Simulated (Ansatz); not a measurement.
Input for Ansatz (an electronic-structure program): R-CCSD(T)/cc-pV(Q+d)Z on H2 (SMILES [H][H]). The basis file is the Basis Set Exchange's JSON of that set.

Ansatz 0.2 input:
```yaml
crystal:
  periodic: [false, false, false]
  atoms:
    - {symbol: H, position_ang: [0.00000000, 0.00000000, 0.37198582]}
    - {symbol: H, position_ang: [-0.00000000, -0.00000000, -0.37198582]}
basis:
  gaussian:
    orbitals: cc-pV_Q+d_Z.json
magnetization: {spin_polarized: false}
correlation: {method: ccsd_t, electrons: outside_noble_gas}
scf: {lower_state_search: off}
```

It printed:

```
WARN ansatz: RAYON_NUM_THREADS=4 ignored (pool sized by the plan → 4); use --threads N
Functional definition: HF
these checks for a lower state are left out or cut short: stability, starts, cluster_reference, orbital_swaps, neighbouring_geometries, increment
integrals: 0.02 GiB planned
328 factors; integrals over basis functions are off by at most 1.3e-3 eV
mean field: 0.06 GiB planned
mean field evaluation 1: about -30.7566 eV, gradient 3.7e0 eV
mean field evaluation 2: about -30.7562 eV, gradient 3.7e0 eV
mean field evaluation 4: about -30.8420 eV, gradient 6.7e-2 eV
mean field evaluation 8: about -30.8420 eV, gradient 4.0e-7 eV
mean field -30.84196773 eV, -1.1334214087 hartree, gradient 3.9e-7 eV, S^2 0.000000; 0 other end points of the search recorded, 0 dependent functions left out
reference -30.84196773 eV, -1.1334214087 hartree; 1, 1 occupied and 59, 59 virtual orbitals, 328 factors
second order -0.90135793 eV of doubles, -0.00000000 eV of singles
coupled cluster: 0.10 GiB planned
cycle   1  -1.03173470 eV  change   -1.3e-1 eV  update   2.5e-2
cycle   2  -1.09828632 eV  change   -6.7e-2 eV  update   9.1e-3
cycle   3  -1.09838256 eV  change   -9.6e-5 eV  update   1.1e-3
cycle   4  -1.09864071 eV  change   -2.6e-4 eV  update   2.0e-4
cycle   5  -1.09858611 eV  change    5.5e-5 eV  update   2.8e-5
cycle   6  -1.09858305 eV  change    3.1e-6 eV  update   4.5e-6
cycle   7  -1.09858353 eV  change   -4.8e-7 eV  update   5.4e-7
perturbative correction 0.00000000 eV, 0.0000000000 hartree
Total energy: -31.94055126 eV, -1.1737936088 hartree
Checks for a lower state left out: stability, starts, cluster_reference, orbital_swaps, neighbouring_geometries, increment
```

Self-consistency was reached.

Cost: about 0.7 core-seconds (a rough figure).
